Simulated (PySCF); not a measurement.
Where the electron goes

Species: C₃H₉ClSSi₂.
Z-matrix (Å and degrees, GFN2-xTB geometry), rows numbered from 1:
```
C 
C   1  1.4894
C   2  1.3282  1  125.09
Si  3  1.8724  2  124.35  1  -179.23
S   4  2.1774  3  108.78  2   144.78
Si  5  2.1341  4  106.19  3   -43.03
Cl  6  2.0185  5  112.15  4   -32.63
H   1  1.0903  2  109.98  3  -119.59
H   1  1.0876  2  111.36  3     1.34
H   1  1.0900  2  110.03  3   122.33
H   2  1.0826  1  115.15  3  -179.99
H   3  1.0853  2  117.94  1     0.08
H   4  1.4597  3  112.19  2    26.74
H   4  1.4572  3  114.08  2  -102.89
H   6  1.4556  5  109.19  4    86.33
H   6  1.4499  5  104.73  4  -151.86
```

Theory: TDDFT wB97X-D/def2-SVPD, vertical, gas phase, core orbitals frozen in the response in PySCF.

Frontier orbitals with the atoms that hold most of them (Löwdin shares over 4%, at most four atoms; ? is withheld):

```
orbital  ε (eV)                              atoms
 HOMO-3  -11.08  Cl7 55%, Si6 17%, H16 11%, H15 5%
 HOMO-2  -10.25    S5 50%, Cl7 18%, Si4 8%, Si6 7%
 HOMO-1   -9.65      C3 32%, C2 28%, S5 12%, C1 7%
   HOMO   -9.09                                  ?
   LUMO    1.10                                  ?
 LUMO+1    1.40  Si6 20%, S5 15%, Cl7 14%, Si4 14%
 LUMO+2    1.83   S5 28%, Si6 22%, Cl7 15%, Si4 8%
```

(1) Which atoms hold the LUMO, and with what shares?

(2) Give the leading atoms of the HOMO.

(3) How does S1 compare with the orbital gap of 10.19 eV?

## Answers

(1) C2 (bonded to 2 C and H) 24%; C3 (bonded to C, Si and H) 20%; Si4 (bonded to C, S and 2 H) 14%; S5 (bonded to 2 Si) 11%. By element: carbon 45% or more, silicon 14% or more, sulfur 11%.

(2) S5 (bonded to 2 Si) 63%; Si6 (bonded to Cl, S and 2 H) 8%; Si4 (bonded to C, S and 2 H) 8%; C3 (bonded to C, Si and H) 5%. By element: sulfur 63%, silicon 16%, carbon 5% or more.

(3) S1 is at 5.92 eV (f = 0.0086), 4.27 eV below the gap, made of HOMO→LUMO+1 (54%), HOMO→LUMO (29%). Its leading pair isn't HOMO and LUMO; the energies of that pair differ by 10.49 eV. 

Next come S2 at 6.22 eV (f 0.036), HOMO→LUMO (52%), HOMO→LUMO+2 (22%), HOMO→LUMO+1 (16%); S3 at 6.44 eV (f 0.016), HOMO→LUMO+2 (58%), HOMO→LUMO+1 (16%), HOMO→LUMO (8%); S4 at 6.77 eV (f 0.313), HOMO-1→LUMO (82%); S5 at 6.91 eV (f 0.014), HOMO→LUMO+3 (44%), HOMO-2→LUMO (20%).

Time: 69 s; peak memory 1.0 GiB. Hardware: an Arm Neoverse V2 with one thread, no GPU, shared host.

One conformer stands for the species.
